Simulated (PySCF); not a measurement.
## Ionisation energy of Nb³⁷⁺ by level of theory

Nb³⁷⁺ [He] 2s2 (1S) → Nb³⁸⁺ [He] 2s1 (2S), as a difference of total energies. Computed with PySCF 2.14 in an uncontracted even-tempered set (19 s from 15 bohr⁻², ratio 2.2; 8 p from 23 bohr⁻², ratio 2.4; 5 d from 68 bohr⁻², ratio 2.4; 5 f from 100 bohr⁻², ratio 2.4; 4 g from 150 bohr⁻², ratio 2.4), with the spin-free X2C one-electron Hamiltonian (Gaussian nucleus). Correlated levels: nothing frozen; virtual orbitals above 40 to 60 times the deepest correlated orbital energy dropped. The calculations carry no spin-orbit coupling.

| method | ionisation energy (eV) |
| --- | --- |
| UHF | 5261.6 |
| LDA | 5258.8 |
| PBE | 5266.3 |
| PBE0 | 5265.5 |
| r2SCAN | 5260.6 |
| BP86 | 5266.8 |
| TPSS | 5265.7 |
| MP2 (all electrons) | 5267.4 |
| SCS-MP2 (all electrons) | 5268.5 |

Question: How much does correlation contribute at MP2 (all electrons)?

Answer: 5267.4 − (5261.6) = 5.8 eV, measured against UHF.

For this ion Breit and QED terms and the two-electron picture change, all absent here, outweigh the differences among the correlated methods.

For comparison: 5265 ± 5 eV (semi-empirical (NIST evaluation); NIST Atomic Spectra Database, ionization energies).
